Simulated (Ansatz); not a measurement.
Program: Ansatz. Geometries: PBE0-D4/def2-TZVP. ΔE: electronic, gas phase. CCSD(T)/CBS is the MP2 limit (def2-TZVPP, def2-QZVPP) plus CCSD(T) − MP2 in def2-TZVPP, frozen cores. This one scheme is used for every species. Functionals use def2-TZVPP. Each species was taken in one conformer, which may not be the lowest.

Reaction (formal exchange of groups at a C–S bond): `CCCCCCCCCCS` + `C=C` → `C=CCCCCCCCCCC` + H₂S

| level | ΔE (kcal/mol) |
| --- | --- |
| LDA (SPW92) | -6.7 |
| ωB97X-V | -4.6 |
| revPBE | 0.6 |
| PBE0 | -2.0 |
| r2SCANh | -3.2 |
| HF/def2-SVP | -2.1 |
| HF/def2-QZVPP | 0.4 |
| CCSD/CBS(def2) | -3.6 |

What does CCSD(T)/CBS give? (Best estimate.)

The calculation gave: -4.2 kcal/mol. The listed levels differ from it by -2.5, -0.4, 4.8, 2.2, 1.0, 2.1, 4.6, 0.6 kcal/mol.

Largest T1 diagnostic among the species: 0.011.

At CCSD(T), def2-SVP lies −2.9 kcal/mol from the extrapolated value and def2-TZVPP −0.9 kcal/mol. In def2-TZVPP, CCSD(T) changes the Hartree–Fock value by −5.4 kcal/mol (the triples alone add −0.5 kcal/mol) and MP2 by −5.9 kcal/mol. From BLYP to BHLYP (50 % exact exchange), in def2-TZVPP and without D4, ΔE moves by −1.8 kcal/mol.
